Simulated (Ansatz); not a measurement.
C3H7BO2, SMILES C[C@@H]1COB1O.

Geometry: B3LYP-D3(BJ)/def2-SVP. The structure was generated by enumeration; whether it is a known compound was not checked. One conformer was computed; it need not be the lowest.

Two levels are set side by side: PBE/def2-SVPD (Ansatz, an electronic-structure program) and CAM-B3LYP/def2-SVPD (Ansatz). Energy differences of separate SCF runs at the same geometry; the states with an electron removed or added have multiplicity 2 and 2. Differences are taken from unrounded values.

```
quantity                           CAM-B3LYP   PBE  PBE minus CAM-B3LYP
---------------------------------  ---------  ----  -------------------
vertical ionisation energy (eV)        10.51  9.85                -0.66
vertical singlet–triplet gap (eV)       7.04  6.23                -0.81
```
